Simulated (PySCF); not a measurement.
Ga(F)(Et)(OH) (C2H6FGaO), SMILES C[CH2][Ga]([OH])[F]. Atoms are numbered in the order given.

```xyz
11

Ga     0.0269    -0.3873     0.0000
F      1.0401    -1.8184     0.0000
C      0.8268     1.3976     0.0000
C     -0.1667     2.5540     0.0000
H      1.4933     1.4384    -0.8777
H      1.4933     1.4384     0.8777
H     -0.8202     2.5373     0.8864
H     -0.8202     2.5373    -0.8864
H      0.3491     3.5277     0.0000
O     -1.6933    -0.8401     0.0000
H     -2.3030    -0.0957     0.0000
```
Charge 0, spin multiplicity 1.

Coordinates come from a PBE0-D3(BJ)/def2-SVP optimisation. The structure was generated by enumeration; whether it is a known compound was not checked. Other conformers were not sampled.

Method: IEF-PCM-PBE0/def2-SVP (PySCF).

The values are the electrostatic part of the solvation free energy, E(continuum) − E(gas) at the gas-phase geometry, in a cavity of scaled van der Waals radii (PySCF's table); cavitation and dispersion terms are not included. A continuum can't describe solvent molecules that bind to the metal. In vacuum the orbital gap is 7.99 eV. The dipole moment in vacuum is 4.20 D.

```tsv
solvent	ε	ΔG(elec) (kcal/mol)	dipole (D)	gap (eV)
water	78.36	-9.7	4.94	8.00
ethanol	24.85	-9.3	4.91	8.00
cyclohexanone	15.62	-8.9	4.88	8.00
```
